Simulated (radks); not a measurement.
Species: a nucleus of charge 61.4 with 61 electrons. Configuration: [Xe] 4f5 6s2. Calculated with a radial shooting solver on a logarithmic mesh with Libxc functionals: Dirac Kohn-Sham, BLYP, spin-unpolarised, spherical densities, finite nucleus; open shells fill j = l - 1/2 first; Fermi nuclear charge, rms radius 4.962 fm.

Normalised radial functions P(r) = r R(r) (large component), r in bohr:

```
   r/bohr * 4d5/2 (the largest magnitude, 1.34, reaches the edge; | marks zero)
 0.003793                             *
 0.004416                             *
 0.005141                             *
 0.005985                             *
 0.007023                             *
 0.008176                             *
 0.009518                             *
  0.01108                             *
   0.0129                             *
  0.01514                             *
  0.01762                             *
  0.02052                             *
  0.02388                             |*
   0.0278                             |*
  0.03263                             | *
  0.03798                             | *
  0.04422                             |  *
  0.05148                             |   *
  0.05993                             |     *
  0.07033                             |      *
  0.08187                             |        *
  0.09531                             |          *
    0.111                             |            *
   0.1292                             |              *
   0.1504                             |              *
   0.1765                             |              *
   0.2054                             |           *
   0.2392                             |      *
   0.2784                             |*
   0.3241                       *     |
   0.3804              *              |
   0.4428        *                    |
   0.5155   *                         |
   0.6002  *                          |
   0.6987   *                         |
   0.8199       *                     |
   0.9545            *                |
    1.111                 *           |
    1.294                      *      |
    1.506                         *   |
    1.767                           * |
    2.057                            *|
    2.395                             *
    2.788                             *
    3.246                             *
    3.779                             *
    4.435                             *
    5.163                             *
     6.01                             *
    6.997                             *
    8.145                             *
    9.558                             *
    11.13                             *
    12.95                             *
```

4d5/2: eigenvalue -128.10 eV, 1 radial node at r = 0.285 bohr, <r> = 0.685 bohr, 90 % of the charge inside 1.03 bohr.
